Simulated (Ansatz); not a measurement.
Reaction (formal hydrolysis of the Hf–Br bond): `[OH][Hf]([OH])([Cl])[Br]` + H₂O → `[OH][Hf]([OH])([OH])[Cl]` + HBr

Computed with Ansatz on PBE0-D4/def2-TZVP structures; ΔE is electronic, products minus reactants. CCSD(T)/CBS is the MP2 limit (def2-TZVPP, def2-QZVPP) plus CCSD(T) − MP2 in def2-TZVPP, frozen cores. This one scheme is used for every species. DFT in def2-TZVPP. B3LYP here is the variant with VWN-RPA as its local correlation; programs differ in this. Elements past krypton have def2 core potentials. For Br, Hf outer-core shells are correlated without core-valence functions, which leaves a few kJ/mol of doubt a bond. Scalar relativity is left out up to krypton. One conformer a species, not always the lowest.

```json
{"level": "B3LYP", "ΔE (eV)": "0.31"}
{"level": "LC-ωPBE", "ΔE (eV)": "0.30"}
{"level": "HF/def2-SVP", "ΔE (eV)": "0.31"}
{"level": "MP2/def2-SVP", "ΔE (eV)": "0.27"}
```

**Question.** What does CCSD(T)/CBS give? (Best estimate.)

**Answer.** Ansatz gave: +0.43 eV. The listed levels differ from it by -0.12, -0.13, -0.12, -0.16 eV.

Largest T1 diagnostic among the species: 0.015.

Leaving LDA and LC-ωPBE aside and taking each functional with its dispersion term where it has one, the values, not all of them listed here, spread over 0.17 eV, from CAM-B3LYP-D4 to PBE-QIDH. LDA lies −0.03 eV from PBE without D4. From PBE to PBE0 (25 % exact exchange), in def2-TZVPP and without D4, ΔE moves by +0.06 eV.

CCSD(T)/CBS has its own doubt, a few kJ/mol and more with outer-core shells, so smaller differences from it don't rank the levels.
